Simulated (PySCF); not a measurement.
A thermochemical cycle for BeH

MP2 in PySCF with def2-SVPD on every atom, for the lowest determinant that a PBE0 search found; no spin–orbit coupling. BeH, a doublet (σ ↑), has De = 2.32 eV to neutral atoms, and BeH⁺, a singlet (closed shell), has De = 2.71 eV to Be⁺ + H.

The adiabatic ionisation energy of BeH, between the minima, is 8.19 eV.

**Question.** Which ionisation energy of the Be atom does this level give?

**Answer.** IE(Be) = IE(molecule) + De(ion) − De(neutral) = 8.19 + 2.71 − 2.32 = 8.58 eV; the measured value is 9.323 eV (NIST ASD).

Correlated steps freeze no core orbitals. Correlated levels converge slowly with the basis: in double zeta they bind strong bonds too weakly, by up to about 1 eV, and carry superposition errors of some tenths. For an ion De counts to the pair picked by the measured ionisation energies or electron affinities, which need not be the lowest pair at this level. Where the molecule has an RHF reference, its open-shell atoms are computed with UHF. States were picked by a PBE0 search and need not be the measured ground states.
